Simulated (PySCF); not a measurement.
Compound: C2H7FGe.
SMILES with atom numbers: `[CH3:1][GeH:2]([CH3:3])[F:4]` (hydrogens: H5, H6, H7 on C1; H8 on Ge2; H9, H10, H11 on C3)

Computed by this run: PBE0-D3(BJ)/def2-SVP geometry optimisation, gas phase in PySCF 2.14.0; density fitting, grid level 1; the optimiser is geomeTRIC in internal coordinates, started from a GFN2-xTB structure with every atom displaced at random (about 0.01 Å).

Step 0: E = -61401.5680 eV
```
atom  x, y, z in Å  |  force x, y, z in eV/Å
C1     -1.5033   -0.8141   -0.0598   -0.339   1.850  -0.587
Ge2    -0.1889    0.6487    0.0395    0.259  -0.272   1.006
C3      1.6885    0.1233   -0.1843   -0.405   0.249   1.148
F4     -0.2529    1.2153    1.7193   -0.017  -0.252  -0.313
H5     -1.2751   -1.5788    0.6362    0.441  -1.094   0.964
H6     -1.5587   -1.2190   -1.0631    0.073  -0.303  -0.532
H7     -2.5048   -0.4113    0.1794    0.197  -0.014   0.025
H8     -0.5540    1.9346   -0.6870   -0.141   0.105  -0.451
H9      1.9430   -0.6546    0.5580   -0.158   0.005  -0.164
H10     2.3576    0.9702    0.0263   -0.129   0.127  -0.093
H11     1.8884   -0.2467   -1.1682    0.219  -0.401  -1.003
```

Step 1: E = -61401.6514 eV
```
atom  x, y, z in Å  |  force x, y, z in eV/Å
C1     -1.4230   -0.7552   -0.0797   -0.170  -0.354   0.404
Ge2    -0.1769    0.7069    0.1398   -0.086  -0.279  -1.068
C3      1.6381    0.1146   -0.1568    0.169  -0.081  -0.130
F4     -0.3470    1.1941    1.7853   -0.006   0.287   0.764
H5     -1.1762   -1.5657    0.6378   -0.024   0.214  -0.244
H6     -1.4499   -1.1770   -1.0923    0.166   0.029  -0.109
H7     -2.4377   -0.4121    0.1560   -0.117   0.058   0.048
H8     -0.5721    1.9230   -0.7328    0.070  -0.007   0.127
H9      1.8952   -0.6651    0.5733    0.006  -0.037   0.045
H10     2.3675    0.9299   -0.0651    0.020   0.046  -0.013
H11     1.7215   -0.3258   -1.1691   -0.027   0.125   0.177
```

Step 2: E = -61401.6785 eV
```
atom  x, y, z in Å  |  force x, y, z in eV/Å
C1     -1.4454   -0.7642   -0.0748   -0.123  -0.032   0.150
Ge2    -0.1803    0.6947    0.1234   -0.064  -0.119  -0.097
C3      1.6499    0.1151   -0.1585    0.017  -0.024   0.039
F4     -0.3331    1.2077    1.7937    0.050   0.021  -0.024
H5     -1.1928   -1.5726    0.6299    0.022   0.031  -0.058
H6     -1.4534   -1.1755   -1.0947    0.069   0.033  -0.027
H7     -2.4629   -0.4176    0.1636    0.044   0.009  -0.019
H8     -0.5636    1.9202   -0.7302    0.025   0.025   0.031
H9      1.9099   -0.6626    0.5752   -0.009   0.012  -0.005
H10     2.3697    0.9404   -0.0644   -0.038   0.021   0.005
H11     1.7415   -0.3181   -1.1668    0.008   0.020   0.004
```

Task: Estimate the geometry and energy of step 3. (The exact step hangs on the optimiser's Hessian estimate; all steps are aligned on step 2, rigid shifts and turns removed.)

Result: E = -61401.6822 eV, largest force 0.070 eV/Å
```
atom  x, y, z in Å  |  force x, y, z in eV/Å
C1     -1.4540   -0.7670   -0.0701   -0.051   0.017   0.016
Ge2    -0.1829    0.6849    0.1152   -0.034  -0.010   0.060
C3      1.6492    0.1130   -0.1581   -0.001  -0.020   0.012
F4     -0.3174    1.2093    1.7857    0.031  -0.001  -0.045
H5     -1.1958   -1.5769    0.6269    0.019  -0.022   0.001
H6     -1.4505   -1.1683   -1.0946    0.008   0.010  -0.002
H7     -2.4695   -0.4172    0.1678    0.020  -0.004  -0.021
H8     -0.5579    1.9185   -0.7289    0.006   0.011  -0.009
H9      1.9112   -0.6618    0.5776   -0.001   0.008  -0.005
H10     2.3561    0.9486   -0.0590   -0.021   0.013   0.011
H11     1.7510   -0.3155   -1.1664    0.025  -0.002  -0.017
```

The energy changes by -0.0037 eV. The first-order estimate −F·Δx gives -0.0061 eV and the mean of the old and new forces, exact on a quadratic surface, -0.0039 eV. The step makes an angle of 54° with the force vector and moves no atom by more than 0.018 Å.

What follows is the cost of the whole optimisation. The run took 42 s of wall time on Arm Neoverse N1, one thread, shared host, and the process peaked at 0.45 GiB of memory.
